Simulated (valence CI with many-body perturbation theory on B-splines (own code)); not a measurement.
Level structure of W2+

Computed by configuration interaction combined with many-body perturbation theory (CI+MBPT): four valence electrons over a frozen Dirac-Fock core [Xe] 4f14, a basis of 9 s, 9 p, 10 d, 8 f, 5 g, 3 h, 1 i functions for each j, with the one-electron correlation potential Σ1, the two-electron term Σ2, the three-electron term Σ3, Breit, model QED; selected CI, second order for the rest, scaled by the run's own slope (own B-spline code, finite nucleus).

Set against measurement, 9 paired levels are off by 381 cm⁻¹ on average, the worst by 1000. These come from a selection out of NIST levels as listed in McCann et al., Mon. Not. R. Astron. Soc. 538, 537 (2025). Levels without a partner in it may be off by more, other configurations by 1,000 to 8,000 cm⁻¹. Among the levels kept, up to 420 cm⁻¹ of a level comes from second order outside the variational space, and about a tenth of that is noise between levels of different J, which matters for small intervals. Only levels of the ground parity were solved; by the run's estimate the other parity begins above the list, which can be wrong where configurations are misplaced.

Levels 46 to 64 of 64, with energies above the lowest level, 5d4 5D_0. "Leading %" is the weight of the configuration and term that name the level; weights of strongly mixed levels are sums over their largest components and can fall short. Lifetimes count E1, E2, E3, M1 and M2 decay at the calculated energies, and are blank where another channel may lead or the interval is too uncertain; long ones can be off by a factor of two.

```tsv
No.	Configuration	Term	J	E (cm⁻¹)	Leading %	Lifetime	Second component
46	5d3 6s	3H	6	36689	95	240 ms	
47	5d4	3F	3	37417	46	87.4 ms	18 % 5d3 6s 3D
48	5d4	3F	4	37572	44	110 ms	17 % 5d3 6s 3H
49	5d3 6s	3D	2	37657	21	60.9 ms	20 % 5d4 3F
50	5d3 6s	3P	0	37795	44	55.0 ms	33 % 5d4 3P
51	5d3 6s	3H	5	38191	50	93.2 ms	39 % 5d3 6s 3G
52	5d3 6s	3F	4	38859	33	73.8 ms	23 % 5d4 1G
53	5d3 6s	3P	1	39211	42	34.1 ms	32 % 5d4 3P
54	5d3 6s	3D	3	40831	65	61.0 ms	10 % 5d4 3F
55	5d3 6s	3D	2	40891	31	44.0 ms	16 % 5d4 3P
56	5d3 6s	1H	5	42616	85	96.4 ms	10 % 5d3 6s 3G
57	5d3 6s	3F	2	42996	39	50.1 ms	15 % 5d4 3F
58	5d3 6s	1P	1	43167	45	45.6 ms	24 % 5d3 6s 3D
59	5d3 6s	3F	3	44273	68	48.4 ms	17 % 5d4 3F
60	5d3 6s	3F	4	44993	72	44.1 ms	14 % 5d4 3F
61	5d3 6s	1D	2	47021	32		16 % 5d3 6s 3F
62	5d3 6s	3P	2	47880	52		19 % 5d4 3P
63	5d3 6s	3P	0	48238	46	57.0 ms	46 % 5d4 3P
64	5d4	1G	4	48406	49	32.6 ms	34 % 5d3 6s 1G
```

Names give the largest LS component (configuration and term), which can be under half, so a name can repeat, a term be missing and a line seem to break the LS rules; names also repeat where a configuration has a term twice.

Where two levels of one J and parity lie close, their mixing, g and order are uncertain.
